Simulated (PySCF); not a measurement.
C6H12O (SMILES CC(=O)CC(C)C), singlet, geometry from GFN2-xTB; DF-M062X/6-31G** in PySCF.

The PySCF input:
```python
from pyscf import gto, scf, dft

mol = gto.M(
    atom='''
C    -2.113925   -1.456669    0.269347
C    -1.125030   -0.300832    0.390015
C    -1.705211    0.969445   -0.226354
C     0.201297   -0.658378   -0.287527
C     1.322639    0.299411    0.056256
C     2.450170    0.314380   -0.947842
O     1.328456    0.982740    1.047690
H    -1.722123   -2.354277    0.743026
H    -3.055297   -1.201083    0.749617
H    -2.313941   -1.678770   -0.777421
H    -0.921202   -0.111472    1.448519
H    -1.911510    0.821399   -1.285317
H    -2.634170    1.241470    0.268818
H    -1.006954    1.795644   -0.118525
H     0.077780   -0.707540   -1.371116
H     0.528940   -1.646690    0.050451
H     3.314985    0.828619   -0.537256
H     2.116685    0.844812   -1.838424
H     2.719522   -0.698173   -1.237268
''',
    basis='6-31g**',
    charge=0,
    spin=0,
    verbose=4,
    symmetry=True,
)

mf = dft.RKS(mol)
mf.xc = 'm062x'
mf = mf.density_fit(auxbasis='def2-universal-jkfit')
mf.kernel()
mf.analyze()
```

Problem. Write the output that PySCF gives for this input, abridged.

Solution. 
```
PySCF version 2.14.0

[INPUT] verbose = 4
[INPUT] num. atoms = 19
[INPUT] num. electrons = 56
[INPUT] charge = 0
[INPUT] spin (= nelec alpha-beta = 2S) = 0
[INPUT] symmetry True subgroup None
[INPUT] Mole.unit = angstrom
[INPUT] Symbol           X                Y                Z      unit          X                Y                Z       unit  Magmom
[...]
nuclear repulsion = 314.157929612197
point group symmetry = C1
symmetry origin: [0. 0. 0.]
symmetry axis x: [1. 0. 0.]
symmetry axis y: [0. 1. 0.]
symmetry axis z: [0. 0. 1.]
num. orbitals of irrep A = 158
number of shells = 78
number of NR pGTOs = 273
number of NR cGTOs = 158
basis = 6-31g**
ecp = {}

******** <class 'pyscf.df.df_jk.DFRKS'> ********
method = DFRKS
initial guess = minao
damping factor = 0
level_shift factor = 0
DIIS = <class 'pyscf.scf.diis.CDIIS'>
diis_start_cycle = 1
diis_space = 8
diis_damp = 0
SCF conv_tol = 1e-09
SCF conv_tol_grad = None
SCF max_cycles = 50
direct_scf = False
XC library pyscf.dft.libxc version 7.1.2
    S. Lehtola, C. Steigemann, M. J. T. Oliveira, and M. A. L. Marques,  SoftwareX 7, 1–5 (2018)
XC functionals = m062x
    Y. Zhao and D. G. Truhlar,  Theor. Chem. Acc. 120, 215 (2008)
    Y. Zhao and D. G. Truhlar,  Theor. Chem. Acc. 120, 215 (2008)
radial grids:
    Treutler-Ahlrichs [JCP 102, 346 (1995); DOI:10.1063/1.469408] (M4) radial grids

becke partition: Becke, JCP 88, 2547 (1988); DOI:10.1063/1.454033
pruning grids: <function nwchem_prune>
grids dens level: 3
symmetrized grids: True
atomic radii adjust function: <function treutler_atomic_radii_adjust>
small_rho_cutoff = 0
Set gradient conv threshold to 3.16228e-05
Initial guess from minao.
tot grids = 216488
******** <class 'pyscf.df.df.DF'> ********
auxbasis = def2-universal-jkfit
init E= -311.862509372987
[...]
cycle= 1 E= -310.811621852362  delta_E= 1.05  |g|= 0.773  |ddm|= 3.69
[...]
cycle= 2 E= -310.664414830878  delta_E= 0.147  |g|= 1.22  |ddm|= 1.77
[...]
cycle= 3 E= -310.945998760335  delta_E= -0.282  |g|= 0.0924  |ddm|= 1.18
[...]
cycle= 4 E= -310.948014092759  delta_E= -0.00202  |g|= 0.0426  |ddm|= 0.113
[...]
cycle= 5 E= -310.948462811174  delta_E= -0.000449  |g|= 0.00809  |ddm|= 0.0488
[...]
cycle= 6 E= -310.948478886739  delta_E= -1.61e-05  |g|= 0.00343  |ddm|= 0.012
[...]
cycle= 7 E= -310.948481778948  delta_E= -2.89e-06  |g|= 0.000946  |ddm|= 0.00621
[...]
cycle= 8 E= -310.948482017009  delta_E= -2.38e-07  |g|= 0.000198  |ddm|= 0.00168
[...]
cycle= 9 E= -310.948482027045  delta_E= -1e-08  |g|= 5.46e-05  |ddm|= 0.000266
[...]
cycle= 10 E= -310.948482027819  delta_E= -7.74e-10  |g|= 9.74e-06  |ddm|= 7.97e-05
[...]
Extra cycle  E= -310.948482027823  delta_E= -3.87e-12  |g|= 9.34e-06  |ddm|= 1.89e-05
converged SCF energy = -310.948482027823
**** SCF Summaries ****
Total Energy =                        -310.948482027822592
Nuclear Repulsion Energy =             314.157929612197222
One-electron Energy =                -1042.157097058921181
Two-electron Energy =                  417.050685418901367
Two-electron Coulomb Energy =          462.602727702143113
DFT Exchange-Correlation Energy =      -45.552042283241761
HOMO-LUMO gap [eV] =                     9.581070020440860
**** MO energy ****
[...]
 ** Mulliken pop on meta-lowdin orthogonal AOs  **
 ** Mulliken pop  **
 ** Mulliken atomic charges  **
charge of    0C =     -0.31013
charge of    1C =     -0.04537
charge of    2C =     -0.31296
charge of    3C =     -0.23074
charge of    4C =      0.37737
charge of    5C =     -0.35949
charge of    6O =     -0.40344
charge of    7H =      0.09867
charge of    8H =      0.10282
charge of    9H =      0.09498
charge of   10H =      0.10424
charge of   11H =      0.09193
charge of   12H =      0.10289
charge of   13H =      0.10694
charge of   14H =      0.09927
charge of   15H =      0.11472
charge of   16H =      0.12509
charge of   17H =      0.12567
charge of   18H =      0.11754
Dipole moment(X, Y, Z, Debye): -0.04525, -1.46700, -2.02748
```
